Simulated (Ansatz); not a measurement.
One change: `[Al][Cl]` becomes `[Cl][In]`.

Ansatz, PBE0-D4/def2-TZVP geometries, multiplicity 1. 

Elements past krypton have def2 core potentials.

| property | `[Al][Cl]` |
| --- | --- |
| LUMO energy (ωB97M-V/def2-TZVPP) / eV | 0.17 |
| HOMO–LUMO gap (B3LYP/def2-TZVPP) / eV | 5.04 |
| HOMO–LUMO gap (PBE/def2-TZVPP) / eV | 3.70 |
| HOMO–LUMO gap (ωB97M-V/def2-TZVPP) / eV | 9.11 |
| HOMO energy (B3LYP/def2-TZVPP) / eV | -6.83 |
| HOMO energy (PBE/def2-TZVPP) / eV | -6.05 |

**Question.** Give the same properties after the change, and the shifts. (An estimate is asked.)

**Answer.** Ansatz gave: 
```
                               property  `[Cl][In]`  shift
  LUMO energy (ωB97M-V/def2-TZVPP) / eV       -0.29  -0.46
  HOMO–LUMO gap (B3LYP/def2-TZVPP) / eV        5.09   0.05
    HOMO–LUMO gap (PBE/def2-TZVPP) / eV        3.87   0.17
HOMO–LUMO gap (ωB97M-V/def2-TZVPP) / eV        9.00  -0.11
    HOMO energy (B3LYP/def2-TZVPP) / eV       -7.13  -0.30
      HOMO energy (PBE/def2-TZVPP) / eV       -6.30  -0.25
```

With PBE0 the HOMO falls by 0.26 eV and the LUMO falls by 0.14 eV, so the gap widens by about 0.12 eV. PBE moves the HOMO by -0.25 eV and ωB97M-V by -0.34 eV.

B3LYP here is the variant with VWN-RPA as its local correlation; programs differ in this.
